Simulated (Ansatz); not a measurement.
The same path of CH₃CuS (6 atoms, charge 0, multiplicity 1) was run twice with different band settings. Lost on the way: C1–H4. Made: S2–H4.

All numbers below come from RKS B3LYP/def2-SVP in Ansatz.

Relaxed end points:

```xyz
6
Properties=species:S:1:pos:R:3
C -0.362 0.349 -0.320
S 0.125 -1.382 0.078
Cu 1.736 -1.124 1.463
H -1.192 0.282 -1.040
H 0.454 0.916 -0.791
H -0.720 0.896 0.564
```

```xyz
6
Properties=species:S:1:pos:R:3
C -0.522 0.878 -0.136
S -0.321 -0.782 0.206
Cu 1.658 -1.682 0.954
H -0.135 -1.288 -1.037
H 0.204 1.377 -0.784
H -0.843 1.433 0.751
```

Common settings: spring 5.0 eV/Å²; optimiser quadratic models (default); start path through a guess of the saddle point; force threshold 0.03 eV/Å; iteration limit 60; end points relaxed.

| run | movable images | climbing image |
| --- | --- | --- |
| 1 | 5 | yes |
| 2 | 4 | no |

Problem. What does each run give, and how far can it be trusted?

Solution. Run 1: converged after 12 iterations, highest image 3.568 eV above the first end. Neighbouring images differ by up to 1.8 eV, so the band resolves the path poorly. A vibrational analysis at the climbing image gives one clearly imaginary mode, 1420i cm⁻¹: a first-order saddle point.
Run 2: converged after 10 iterations, highest image 3.168 eV above the first end. Neighbouring images differ by up to 2.5 eV, so the band resolves the path poorly. No image climbed, so the highest image needn't sit at the top of the path.
The orbitals stay closed-shell, which can raise the energy where a bond breaks towards radicals; this wasn't checked here.
